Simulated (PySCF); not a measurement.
ClH4NO2Si, SMILES N[Si](O)(O)Cl.

The structure is a stationary point at PBE0-D3(BJ)/def2-SVP. Other conformers were not sampled.

Two levels are set side by side: TDDFT-PBE/def2-SVPD (PySCF) and TDDFT-LC-ωPBE/def2-SVPD (PySCF). Vertical, same geometry. The lowest singlet is HOMO→LUMO 100 % with PBE and HOMO→LUMO 66 %, HOMO→LUMO+2 19 % with the other functional; states are paired by order. Differences are taken from unrounded values.

```tsv
quantity	TDDFT-PBE
lowest singlet excitation (eV)	5.84
lowest triplet excitation (TDA) (eV)	5.68
first bright state (f over 0.05) (eV)	7.47
its oscillator strength	0.08
```

Question: These are the TDDFT-PBE values. What does TDDFT-LC-ωPBE give? (The exact figures need the calculation; the answer reports its results.)

Answer: 
| quantity | TDDFT-LC-ωPBE | TDDFT-PBE minus TDDFT-LC-ωPBE |
|---|---|---|
| lowest singlet excitation (eV) | 7.66 | -1.82 |
| lowest triplet excitation (TDA) (eV) | 7.22 | -1.54 |
| first bright state (f over 0.05) (eV) | 8.85 | -1.38 |
| its oscillator strength | 0.06 | 0.02 |

Functionals without exact exchange tend to place singlet excitations lower, as here. Differences between two approximate levels are no errors against the true value.

Rough cost on one machine, each run with all the roots and properties that it gave: TDDFT-LC-ωPBE against TDDFT-PBE about 6 times.
